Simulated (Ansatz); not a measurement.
Ansatz (a first-principles code) input:

Ansatz 0.2 input:
```yaml
crystal:
  periodic: [false, false, false]
  atoms:
    - {symbol: Cs, position_ang: [-0.00000000, -0.00000000, -0.35080573]}
    - {symbol: F, position_ang: [0.00000000, 0.00000000, 2.14381277]}
basis:
  gaussian:
    orbitals: def2-SVP
total_charge: -1
magnetization: {spin_polarized: true, initial_magnetization: 1}
correlation: {method: ccsdt, electrons: outside_noble_gas}
```

Question: Predict the final energy.

Answer: -119.45038 Eh (CCSDT/def2-SVP). The basis has 38 functions.
